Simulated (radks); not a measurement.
Task: Coherent X-ray form factor from a spherical all-electron density. Method: Dirac Kohn-Sham, PBE, spin-unpolarised, spherical densities, finite nucleus; Fermi nuclear charge, rms radius of each element as measured or else 0.836 A^(1/3) + 0.57 fm; computed with a radial shooting solver on a logarithmic mesh with Libxc functionals.

| sin(theta)/lambda (1/angstrom) | f0 (electrons) |
|---|---|
| 0.05 | 41.827 |
| 0.1 | 41.315 |
| 0.15 | 40.488 |
| 0.2 | 39.382 |
| 0.25 | 38.045 |
| 0.3 | 36.530 |
| 0.4 | 33.188 |
| 0.5 | 29.776 |
| 0.6 | 26.611 |
| 0.8 | 21.605 |
| 1 | 18.281 |
| 1.25 | 15.433 |
| 1.5 | 13.088 |
| 2 | 9.151 |

The species is in the configuration that NIST lists as its ground one. Which atom or ion scatters so?

Result: The barium ion Ba14+, [Kr] 4d6. Extrapolating in s^2 from the first two rows gives f0(0) = 42.0, near the electron count 42; among species with that count, the fall with angle is slower the higher Z, and the table is that of Z = 56; from so few rows the species is fixed only to a neighbour or two.
